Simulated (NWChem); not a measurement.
# AlH$_{2}$F; SMILES [AlH2][F]

```xyz
4

Al     0.0000     0.0000    -0.5671
H      0.0000     1.4058    -1.2925
H      0.0000    -1.4058    -1.2925
F      0.0000     0.0000     1.0913
```
Atoms are numbered in this order, from 1.

Computed with NWChem. The geometry was optimised at B3LYP/6-31G* (spherical d). GIAO values for the isolated, static molecule; σ is the absolute isotropic shielding, δ = σ(reference) − σ with the isolated reference molecule computed at the same levels (19F: trichlorofluoromethane, 1H: tetramethylsilane).

For level PBE/pcSseg-1:

```
Quantity     Value
-----------  -----
σ Al1 (ppm)  361.5
δ H2 (ppm)    5.04
```

Problem. Estimate the same quantities for level PBE0/pcSseg-1.

Solution. 
* **σ Al1 (ppm)**: 379.4
* **δ H2 (ppm)**: 4.86
